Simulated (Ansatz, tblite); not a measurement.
Isomers of K$_{3}$I$_{2}$ (doublet), found by a short tight-binding search and relaxed with B3LYP-D4/def2-SVP in Ansatz.

In the def2 sets I takes a core potential; there is no spin–orbit coupling. The xTB rows come from tblite. Correlated methods freeze 23 core orbitals; core or outer-core shells of K, I are correlated, in sets that lack core-valence functions.

Other spin states weren't relaxed.

A:

Cartesian coordinates in Å:
```
K 0.167 2.424 0.674
K 1.332 -1.748 1.257
K -1.507 -0.630 -1.931
I 1.756 0.261 -1.463
I -1.748 -0.307 1.463
```

B:

```xyz
5

K     2.4695   -1.3882    1.2529
K    -2.2666   -0.5750   -0.2919
K     1.7435    2.4644   -0.6956
I    -1.4728    2.3952   -1.4639
I    -0.4735   -2.8964    1.1986
```

C:

```csv
atom,x (Å),y (Å),z (Å)
K1,-1.768,-0.596,-0.628
K2,1.502,-1.921,-2.997
K3,0.948,1.433,2.143
I4,1.298,0.981,-1.140
I5,-1.980,0.103,2.622
```

D:

```xyz
5

K    -0.6340    2.0704   -3.3274
K     2.1459   -1.1014    1.4117
K    -1.9055    0.1687    0.3108
I    -0.5184   -0.6331    3.2292
I     0.9121   -0.5045   -1.6242
```

Q: Estimate which lies lowest at each level, and how far above it the others are (eV).

A: 
| level | A | B | C | D |
| --- | --- | --- | --- | --- |
| GFN1-xTB | 0.38 | 0.00 | 0.28 | 0.31 |
| GFN2-xTB | 0.15 | 0.00 | 0.07 | 0.07 |
| HF/def2-SVP | 0.34 | 0.00 | 0.01 | 0.00 |
| HF/def2-TZVP | 0.35 | 0.00 | 0.01 | 0.00 |
| LDA (SPW92)/def2-TZVP | 0.00 | 0.27 | 0.14 | 0.14 |
| PBE-D4/def2-SVP | 0.00 | 0.21 | 0.10 | 0.10 |
| PBE-D4/def2-TZVP | 0.00 | 0.16 | 0.07 | 0.06 |
| r2SCAN-D4/def2-TZVP | 0.04 | 0.08 | 0.00 | 0.00 |
| B97M-V/def2-TZVP | 0.00 | 0.36 | 0.20 | 0.20 |
| PBE0-D4/def2-SVP | 0.01 | 0.09 | 0.00 | 0.00 |
| PBE0-D4/def2-TZVP | 0.03 | 0.08 | 0.00 | 0.00 |
| PBE-QIDH/def2-TZVP | 0.12 | 0.06 | 0.00 | 0.00 |
| MP2/def2-SVP | 0.06 | 0.08 | 0.00 | 0.00 |
| MP2/def2-TZVP | 0.08 | 0.08 | 0.00 | 0.00 |
| CCSD/def2-SVP | 0.07 | 0.07 | 0.00 | 0.00 |
| CCSD(T)/def2-SVP | 0.04 | 0.08 | 0.00 | 0.00 |
Point groups (tolerance 0.1 Å): A not assigned, B C2v, C not assigned, D not assigned. C and D have the same bonds, so they are conformers or stereoisomers. Lower isomers may exist.
